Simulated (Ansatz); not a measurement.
Reaction (ligand exchange at the Si–N bond): `N[Si@H](F)N[Si@H](N)F` + NH₃ → `N[SiH](N)F` + `N[SiH](N)F`

Computed with Ansatz on PBE0-D4/def2-TZVP structures; ΔE is electronic, products minus reactants. CBS: MP2 limit from def2 TZ/QZ plus the TZ coupled-cluster correction, frozen cores. This one scheme is used for every species. DFT in def2-TZVPP. B3LYP here is the variant with VWN-RPA as its local correlation; programs differ in this. One conformer a species, not always the lowest.

(1) Is it downhill or uphill in electronic energy at CCSD(T)/CBS, and by how much? (An estimate is asked.)

(2) What do these levels give: r2SCAN-D4, PBE0-D4, B3LYP-D4, ωB97X-V, B2PLYP, PBE, r2SCAN, PBE0, HF/def2-TZVPP, MP2/def2-TZVPP, CCSD/def2-TZVPP, HF/def2-QZVPP? (Estimate.)

Largest T1 diagnostic among the species: 0.011.

Results:

(1) Computed: Uphill: ΔE = +2.1 kcal/mol.

(2) Computed: r2SCAN-D4 2.0, PBE0-D4 2.4, B3LYP-D4 2.6, ωB97X-V 1.9, B2PLYP 0.8, PBE 0.7, r2SCAN 1.4, PBE0 0.7, HF/def2-TZVPP -0.8, MP2/def2-TZVPP 2.4, CCSD/def2-TZVPP 1.9, HF/def2-QZVPP -0.9 kcal/mol.

The D4 term adds +2.8 kcal/mol with B3LYP and +1.7 kcal/mol with PBE0; it sums over pairs of atoms, weighted by their polarisabilities, and B3LYP, whose exchange is more repulsive, gets the larger term. In def2-TZVPP, CCSD(T) changes the Hartree–Fock value by +3.3 kcal/mol (the triples alone add +0.6 kcal/mol) and MP2 by +3.2 kcal/mol.
